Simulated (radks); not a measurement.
Polarisability of the promethium ion Pm+, [Xe] 4f5 6s1, at imaginary frequency. Method: scalar-relativistic Kohn-Sham, LB94 model potential, spin-polarised, spherical densities, finite nucleus; open shells are filled with parallel spins first (spin-orbit coupling, left out, can overturn this in heavy ions); Fermi nuclear charge, rms radius 4.962 fm; computed with a radial shooting solver on a logarithmic mesh with Libxc functionals. Response by self-consistent Sternheimer equations with the Hartree and adiabatic LDA kernel, the relativistic mass of each level held fixed and spin-orbit coupling left out.

w (hartree)  alpha1(iw) (bohr^3)
0.00266                    64.92
0.0143                     64.33
0.0360                     61.24
0.0697                     53.18
0.118                      40.57
0.186                      27.82
0.280                      18.41
0.413                      12.46
0.605                      8.667
0.892                      5.941
1.35                       3.787
2.12                       2.141
3.59                       1.034
6.94                      0.3913
17.5                     0.08797

Static values: alpha1 = 64.94 bohr^3 (9.624 angstrom^3; uncoupled 94.84). C6 = 551.8, triple-dipole C9 = 24270 atomic units. One-pole (London) frequency 4 C6 / (3 alpha1^2) = 0.174 hartree, against 0.451 for minus the highest occupied eigenvalue.
